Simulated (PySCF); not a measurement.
CHO2, doublet, at a GFN2-xTB geometry; B3LYP/STO-3G (PySCF).

Here is a job for PySCF.
```python
from pyscf import gto, scf, dft

mol = gto.Mole()
mol.atom = '''
    O     0.965243   -0.682663   -0.072977
    C     0.272153    0.258955    0.168123
    O    -0.979298    0.513219   -0.000943
    H    -1.520474   -0.198179   -0.417378
'''
mol.basis = 'sto-3g'
mol.charge = 0
mol.spin = 1
mol.verbose = 4
mol.build()

mf = dft.UKS(mol)
mf.xc = 'b3lyp'
mf.diis = False
mf.damp = 0.3
mf.diis_start_cycle = 200
mf.max_cycle = 150
mf.kernel()
```

Problem. What does PySCF print? Leave out banner, timings and long lists.

Solution. 
```
PySCF version 2.14.0

[INPUT] verbose = 4
[INPUT] num. atoms = 4
[INPUT] num. electrons = 23
[INPUT] charge = 0
[INPUT] spin (= nelec alpha-beta = 2S) = 1
[INPUT] symmetry False subgroup None
[INPUT] Mole.unit = angstrom
[INPUT] Symbol           X                Y                Z      unit          X                Y                Z       unit  Magmom
[...]
nuclear repulsion = 63.4095024801852
number of shells = 10
number of NR pGTOs = 48
number of NR cGTOs = 16
basis = sto-3g
ecp = {}

******** <class 'pyscf.dft.uks.UKS'> ********
method = UKS
initial guess = minao
damping factor = 0.3
level_shift factor = 0
DIIS disabled
SCF conv_tol = 1e-09
SCF conv_tol_grad = None
SCF max_cycles = 150
direct_scf = True
direct_scf_tol = 1e-13
number electrons alpha = 12  beta = 11
XC library pyscf.dft.libxc version 7.1.2
    S. Lehtola, C. Steigemann, M. J. T. Oliveira, and M. A. L. Marques,  SoftwareX 7, 1–5 (2018)
XC functionals = b3lyp
    P. J. Stephens, F. J. Devlin, C. F. Chabalowski, and M. J. Frisch,  J. Phys. Chem. 98, 11623 (1994)
radial grids:
    Treutler-Ahlrichs [JCP 102, 346 (1995); DOI:10.1063/1.469408] (M4) radial grids

becke partition: Becke, JCP 88, 2547 (1988); DOI:10.1063/1.454033
pruning grids: <function nwchem_prune>
grids dens level: 3
symmetrized grids: False
atomic radii adjust function: <function treutler_atomic_radii_adjust>
small_rho_cutoff = 0
Set gradient conv threshold to 3.16228e-05
tot grids = 52096
init E= -187.094305841127

cycle= 1 E= -186.335797436415  delta_E= 0.759  |g|= 0.468  |ddm|= 2.12
cycle= 2 E= -186.291304130734  delta_E= 0.0445  |g|= 0.602  |ddm|=  1.1
cycle= 3 E= -186.263350745081  delta_E= 0.028  |g|= 0.56  |ddm|= 1.26
cycle= 4 E= -186.015648597687  delta_E= 0.248  |g|= 0.944  |ddm|=  1.6
cycle= 5 E= -186.03621138019  delta_E= -0.0206  |g|= 0.767  |ddm|= 1.91
cycle= 6 E= -185.621436545238  delta_E= 0.415  |g|= 1.27  |ddm|= 2.24
cycle= 7 E= -185.799720616815  delta_E= -0.178  |g|= 0.928  |ddm|= 2.47
cycle= 8 E= -185.306844628451  delta_E= 0.493  |g|= 1.47  |ddm|= 2.69
cycle= 9 E= -185.621254622911  delta_E= -0.314  |g|= 1.04  |ddm|= 2.82
cycle= 10 E= -185.089600727691  delta_E= 0.532  |g|= 1.58  |ddm|= 2.97
cycle= 11 E= -185.478330244059  delta_E= -0.389  |g|= 1.13  |ddm|= 3.06
cycle= 12 E= -184.892350666272  delta_E= 0.586  |g|= 1.67  |ddm|=  3.2
cycle= 13 E= -185.315910546832  delta_E= -0.424  |g|= 1.24  |ddm|= 3.28
cycle= 14 E= -184.616509270987  delta_E= 0.699  |g|= 1.77  |ddm|= 3.46
cycle= 15 E= -185.012649253277  delta_E= -0.396  |g|= 1.43  |ddm|= 3.58
cycle= 16 E= -184.073504082417  delta_E= 0.939  |g|= 1.89  |ddm|= 3.88
cycle= 17 E= -184.035557106216  delta_E= 0.0379  |g|= 1.92  |ddm|=  4.1
cycle= 18 E= -181.771739545196  delta_E= 2.26  |g|= 2.25  |ddm|= 4.91
cycle= 19 E= -180.76608730439  delta_E= 1.01  |g|= 2.61  |ddm|= 5.64
cycle= 20 E= -180.568883352342  delta_E= 0.197  |g|=  2.3  |ddm|= 5.96
cycle= 21 E= -180.493589358435  delta_E= 0.0753  |g|=  2.6  |ddm|= 6.06
cycle= 22 E= -180.547689026895  delta_E= -0.0541  |g|= 2.29  |ddm|= 6.08
cycle= 23 E= -180.469720685417  delta_E= 0.078  |g|=  2.6  |ddm|= 6.09
cycle= 24 E= -180.510355454  delta_E= -0.0406  |g|= 2.29  |ddm|= 6.09
cycle= 25 E= -180.452916705233  delta_E= 0.0574  |g|=  2.6  |ddm|=  6.1
cycle= 26 E= -180.511131780972  delta_E= -0.0582  |g|= 2.29  |ddm|=  6.1
cycle= 27 E= -180.452753993208  delta_E= 0.0584  |g|=  2.6  |ddm|=  6.1
cycle= 28 E= -180.508849252738  delta_E= -0.0561  |g|= 2.29  |ddm|=  6.1
cycle= 29 E= -180.451598945812  delta_E= 0.0573  |g|=  2.6  |ddm|=  6.1
cycle= 30 E= -180.50892798823  delta_E= -0.0573  |g|= 2.29  |ddm|=  6.1
cycle= 31 E= -180.451589193294  delta_E= 0.0573  |g|=  2.6  |ddm|=  6.1
cycle= 32 E= -180.508765671422  delta_E= -0.0572  |g|= 2.29  |ddm|=  6.1
cycle= 33 E= -180.45149854835  delta_E= 0.0573  |g|=  2.6  |ddm|=  6.1
cycle= 34 E= -180.508766289863  delta_E= -0.0573  |g|= 2.29  |ddm|=  6.1
cycle= 35 E= -180.451492958235  delta_E= 0.0573  |g|=  2.6  |ddm|=  6.1
cycle= 36 E= -180.508752867604  delta_E= -0.0573  |g|= 2.29  |ddm|=  6.1
cycle= 37 E= -180.451484585388  delta_E= 0.0573  |g|=  2.6  |ddm|=  6.1
cycle= 38 E= -180.508751958843  delta_E= -0.0573  |g|= 2.29  |ddm|=  6.1
cycle= 39 E= -180.45148335871  delta_E= 0.0573  |g|=  2.6  |ddm|=  6.1
cycle= 40 E= -180.508750664081  delta_E= -0.0573  |g|= 2.29  |ddm|=  6.1
cycle= 41 E= -180.451482458719  delta_E= 0.0573  |g|=  2.6  |ddm|=  6.1
cycle= 42 E= -180.508750457911  delta_E= -0.0573  |g|= 2.29  |ddm|=  6.1
cycle= 43 E= -180.451482250894  delta_E= 0.0573  |g|=  2.6  |ddm|=  6.1
cycle= 44 E= -180.508750314469  delta_E= -0.0573  |g|= 2.29  |ddm|=  6.1
cycle= 45 E= -180.451482142424  delta_E= 0.0573  |g|=  2.6  |ddm|=  6.1
cycle= 46 E= -180.508750279673  delta_E= -0.0573  |g|= 2.29  |ddm|=  6.1
cycle= 47 E= -180.45148211056  delta_E= 0.0573  |g|=  2.6  |ddm|=  6.1
cycle= 48 E= -180.50875026205  delta_E= -0.0573  |g|= 2.29  |ddm|=  6.1
cycle= 49 E= -180.451482096495  delta_E= 0.0573  |g|=  2.6  |ddm|=  6.1
cycle= 50 E= -180.508750256731  delta_E= -0.0573  |g|= 2.29  |ddm|=  6.1
cycle= 51 E= -180.451482091817  delta_E= 0.0573  |g|=  2.6  |ddm|=  6.1
cycle= 52 E= -180.508750254419  delta_E= -0.0573  |g|= 2.29  |ddm|=  6.1
cycle= 53 E= -180.451482089915  delta_E= 0.0573  |g|=  2.6  |ddm|=  6.1
cycle= 54 E= -180.508750253639  delta_E= -0.0573  |g|= 2.29  |ddm|=  6.1
cycle= 55 E= -180.451482089242  delta_E= 0.0573  |g|=  2.6  |ddm|=  6.1
cycle= 56 E= -180.508750253324  delta_E= -0.0573  |g|= 2.29  |ddm|=  6.1
cycle= 57 E= -180.451482088979  delta_E= 0.0573  |g|=  2.6  |ddm|=  6.1
cycle= 58 E= -180.508750253212  delta_E= -0.0573  |g|= 2.29  |ddm|=  6.1
cycle= 59 E= -180.451482088883  delta_E= 0.0573  |g|=  2.6  |ddm|=  6.1
cycle= 60 E= -180.508750253168  delta_E= -0.0573  |g|= 2.29  |ddm|=  6.1
cycle= 61 E= -180.451482088846  delta_E= 0.0573  |g|=  2.6  |ddm|=  6.1
cycle= 62 E= -180.508750253152  delta_E= -0.0573  |g|= 2.29  |ddm|=  6.1
[...]
cycle= 71 E= -180.451482088824  delta_E= 0.0573  |g|=  2.6  |ddm|=  6.1
cycle= 72 E= -180.508750253142  delta_E= -0.0573  |g|= 2.29  |ddm|=  6.1
cycle= 73 E= -180.451482088824  delta_E= 0.0573  |g|=  2.6  |ddm|=  6.1
cycle= 74 E= -180.508750253142  delta_E= -0.0573  |g|= 2.29  |ddm|=  6.1
cycle= 75 E= -180.451482088824  delta_E= 0.0573  |g|=  2.6  |ddm|=  6.1
cycle= 76 E= -180.508750253142  delta_E= -0.0573  |g|= 2.29  |ddm|=  6.1
cycle= 77 E= -180.451482088824  delta_E= 0.0573  |g|=  2.6  |ddm|=  6.1
cycle= 78 E= -180.508750253142  delta_E= -0.0573  |g|= 2.29  |ddm|=  6.1
cycle= 79 E= -180.451482088824  delta_E= 0.0573  |g|=  2.6  |ddm|=  6.1
cycle= 80 E= -180.508750253142  delta_E= -0.0573  |g|= 2.29  |ddm|=  6.1
cycle= 81 E= -180.451482088824  delta_E= 0.0573  |g|=  2.6  |ddm|=  6.1
cycle= 82 E= -180.508750253142  delta_E= -0.0573  |g|= 2.29  |ddm|=  6.1
cycle= 83 E= -180.451482088824  delta_E= 0.0573  |g|=  2.6  |ddm|=  6.1
cycle= 84 E= -180.508750253142  delta_E= -0.0573  |g|= 2.29  |ddm|=  6.1
cycle= 85 E= -180.451482088824  delta_E= 0.0573  |g|=  2.6  |ddm|=  6.1
cycle= 86 E= -180.508750253142  delta_E= -0.0573  |g|= 2.29  |ddm|=  6.1
cycle= 87 E= -180.451482088824  delta_E= 0.0573  |g|=  2.6  |ddm|=  6.1
cycle= 88 E= -180.508750253142  delta_E= -0.0573  |g|= 2.29  |ddm|=  6.1
cycle= 89 E= -180.451482088824  delta_E= 0.0573  |g|=  2.6  |ddm|=  6.1
cycle= 90 E= -180.508750253142  delta_E= -0.0573  |g|= 2.29  |ddm|=  6.1
cycle= 91 E= -180.451482088824  delta_E= 0.0573  |g|=  2.6  |ddm|=  6.1
cycle= 92 E= -180.508750253142  delta_E= -0.0573  |g|= 2.29  |ddm|=  6.1
cycle= 93 E= -180.451482088824  delta_E= 0.0573  |g|=  2.6  |ddm|=  6.1
cycle= 94 E= -180.508750253142  delta_E= -0.0573  |g|= 2.29  |ddm|=  6.1
cycle= 95 E= -180.451482088824  delta_E= 0.0573  |g|=  2.6  |ddm|=  6.1
cycle= 96 E= -180.508750253142  delta_E= -0.0573  |g|= 2.29  |ddm|=  6.1
cycle= 97 E= -180.451482088824  delta_E= 0.0573  |g|=  2.6  |ddm|=  6.1
cycle= 98 E= -180.508750253142  delta_E= -0.0573  |g|= 2.29  |ddm|=  6.1
cycle= 99 E= -180.451482088824  delta_E= 0.0573  |g|=  2.6  |ddm|=  6.1
cycle= 100 E= -180.508750253142  delta_E= -0.0573  |g|= 2.29  |ddm|=  6.1
cycle= 101 E= -180.451482088824  delta_E= 0.0573  |g|=  2.6  |ddm|=  6.1
cycle= 102 E= -180.508750253142  delta_E= -0.0573  |g|= 2.29  |ddm|=  6.1
cycle= 103 E= -180.451482088824  delta_E= 0.0573  |g|=  2.6  |ddm|=  6.1
cycle= 104 E= -180.508750253142  delta_E= -0.0573  |g|= 2.29  |ddm|=  6.1
cycle= 105 E= -180.451482088824  delta_E= 0.0573  |g|=  2.6  |ddm|=  6.1
cycle= 106 E= -180.508750253142  delta_E= -0.0573  |g|= 2.29  |ddm|=  6.1
cycle= 107 E= -180.451482088824  delta_E= 0.0573  |g|=  2.6  |ddm|=  6.1
cycle= 108 E= -180.508750253142  delta_E= -0.0573  |g|= 2.29  |ddm|=  6.1
cycle= 109 E= -180.451482088824  delta_E= 0.0573  |g|=  2.6  |ddm|=  6.1
cycle= 110 E= -180.508750253142  delta_E= -0.0573  |g|= 2.29  |ddm|=  6.1
cycle= 111 E= -180.451482088824  delta_E= 0.0573  |g|=  2.6  |ddm|=  6.1
cycle= 112 E= -180.508750253142  delta_E= -0.0573  |g|= 2.29  |ddm|=  6.1
cycle= 113 E= -180.451482088824  delta_E= 0.0573  |g|=  2.6  |ddm|=  6.1
cycle= 114 E= -180.508750253142  delta_E= -0.0573  |g|= 2.29  |ddm|=  6.1
cycle= 115 E= -180.451482088824  delta_E= 0.0573  |g|=  2.6  |ddm|=  6.1
cycle= 116 E= -180.508750253142  delta_E= -0.0573  |g|= 2.29  |ddm|=  6.1
cycle= 117 E= -180.451482088824  delta_E= 0.0573  |g|=  2.6  |ddm|=  6.1
cycle= 118 E= -180.508750253142  delta_E= -0.0573  |g|= 2.29  |ddm|=  6.1
cycle= 119 E= -180.451482088824  delta_E= 0.0573  |g|=  2.6  |ddm|=  6.1
cycle= 120 E= -180.508750253142  delta_E= -0.0573  |g|= 2.29  |ddm|=  6.1
cycle= 121 E= -180.451482088824  delta_E= 0.0573  |g|=  2.6  |ddm|=  6.1
cycle= 122 E= -180.508750253142  delta_E= -0.0573  |g|= 2.29  |ddm|=  6.1
cycle= 123 E= -180.451482088824  delta_E= 0.0573  |g|=  2.6  |ddm|=  6.1
cycle= 124 E= -180.508750253142  delta_E= -0.0573  |g|= 2.29  |ddm|=  6.1
cycle= 125 E= -180.451482088824  delta_E= 0.0573  |g|=  2.6  |ddm|=  6.1
cycle= 126 E= -180.508750253142  delta_E= -0.0573  |g|= 2.29  |ddm|=  6.1
cycle= 127 E= -180.451482088824  delta_E= 0.0573  |g|=  2.6  |ddm|=  6.1
cycle= 128 E= -180.508750253142  delta_E= -0.0573  |g|= 2.29  |ddm|=  6.1
cycle= 129 E= -180.451482088824  delta_E= 0.0573  |g|=  2.6  |ddm|=  6.1
cycle= 130 E= -180.508750253142  delta_E= -0.0573  |g|= 2.29  |ddm|=  6.1
cycle= 131 E= -180.451482088824  delta_E= 0.0573  |g|=  2.6  |ddm|=  6.1
cycle= 132 E= -180.508750253142  delta_E= -0.0573  |g|= 2.29  |ddm|=  6.1
cycle= 133 E= -180.451482088824  delta_E= 0.0573  |g|=  2.6  |ddm|=  6.1
cycle= 134 E= -180.508750253142  delta_E= -0.0573  |g|= 2.29  |ddm|=  6.1
cycle= 135 E= -180.451482088824  delta_E= 0.0573  |g|=  2.6  |ddm|=  6.1
cycle= 136 E= -180.508750253142  delta_E= -0.0573  |g|= 2.29  |ddm|=  6.1
cycle= 137 E= -180.451482088824  delta_E= 0.0573  |g|=  2.6  |ddm|=  6.1
cycle= 138 E= -180.508750253142  delta_E= -0.0573  |g|= 2.29  |ddm|=  6.1
cycle= 139 E= -180.451482088824  delta_E= 0.0573  |g|=  2.6  |ddm|=  6.1
cycle= 140 E= -180.508750253142  delta_E= -0.0573  |g|= 2.29  |ddm|=  6.1
cycle= 141 E= -180.451482088824  delta_E= 0.0573  |g|=  2.6  |ddm|=  6.1
cycle= 142 E= -180.508750253142  delta_E= -0.0573  |g|= 2.29  |ddm|=  6.1
cycle= 143 E= -180.451482088824  delta_E= 0.0573  |g|=  2.6  |ddm|=  6.1
cycle= 144 E= -180.508750253142  delta_E= -0.0573  |g|= 2.29  |ddm|=  6.1
cycle= 145 E= -180.451482088824  delta_E= 0.0573  |g|=  2.6  |ddm|=  6.1
cycle= 146 E= -180.508750253142  delta_E= -0.0573  |g|= 2.29  |ddm|=  6.1
cycle= 147 E= -180.451482088824  delta_E= 0.0573  |g|=  2.6  |ddm|=  6.1
cycle= 148 E= -180.508750253142  delta_E= -0.0573  |g|= 2.29  |ddm|=  6.1
cycle= 149 E= -180.451482088824  delta_E= 0.0573  |g|=  2.6  |ddm|=  6.1
cycle= 150 E= -180.508750253142  delta_E= -0.0573  |g|= 2.29  |ddm|=  6.1
SCF not converged.
SCF energy = -180.508750253142 after 150 cycles  <S^2> = 0.75199329  2S+1 = 2.0019923
```

Convergence was not reached.
